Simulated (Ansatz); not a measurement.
Correlation energies of CH4FInSi (`F[CH]1[SiH2][InH]1`) by basis set

Cartesian coordinates in Å:
```
F -0.759 1.997 -0.522
C -0.583 0.637 -0.420
Si -0.086 -0.257 1.159
In 0.934 -0.871 -1.055
H -1.456 0.130 -0.867
H 1.062 0.462 1.785
H -1.033 -0.658 2.245
H 1.920 -1.440 -2.324
```

Charge 0, multiplicity 1. Correlated methods include outer-core shells of In, which these sets cover unevenly. In: def2 effective core potential. The geometry is a stationary point of PBE0-D4/def2-TZVP. Frozen core, restricted reference, Ansatz 0.2.0.

| basis | HF (Eh) | MP2 corr. | CCSD corr. | (T) | CCSD(T) total |
| --- | --- | --- | --- | --- | --- |
| def2-SVP | -617.45865 | -0.50535 | -0.54695 | -0.01724 | -618.02284 |
| def2-TZVPP | -617.74177 | -0.82868 | -0.85138 | -0.03217 | -618.62532 |
| def2-QZVPP | -617.75813 | -1.06099 | – | – | – |
